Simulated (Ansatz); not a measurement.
Molecule: sum formula SiNH3Br3, net charge 1, singlet state. It need not be the lowest isomer of its formula. 
Structure (B3LYP-D3(BJ)/def2-TZVP (Ansatz, a quantum-chemistry and plane-wave program) minimum search):
```xyz
8

Si     0.2277     0.0248    -0.0608
Br     0.3446    -0.5226     2.0355
Br    -0.4585    -1.5476    -1.3892
Br    -0.5948     1.9931    -0.4570
N      2.0546     0.2236    -0.5487
H      2.5723    -0.6484    -0.4091
H      2.5108     0.9489     0.0114
H      2.1485     0.4865    -1.5336
```
Charge +1, spin multiplicity 1.

Basis-set convergence of Hartree-Fock and CCSD(T) correlation energies (hartree) with Ansatz. Cores are frozen in the correlated levels unless marked. Spin-orbit coupling is left out. Frozen are the shells of the preceding noble gas and the d and f shells that filled before the atom's block. No relativistic terms.

| basis | functions | E(HF) | E(corr, CCSD(T)) |
|---|---|---|---|
| def2-SVP | 143 | -8061.22855 | -0.68658 |
| def2-TZVPP | 259 | -8062.35427 | -0.89582 |
| def2-QZVPP | 484 | -8062.51366 | -0.97324 |

Extrapolating the two largest sets (X = 3 and 4) as X^-3: E(corr) = (64·(-0.97324) - 27·(-0.89582))/37 = -1.0297 Eh, an estimate of the basis-set limit. The largest set recovers 94.5 % of it, the smallest 66.7 %.
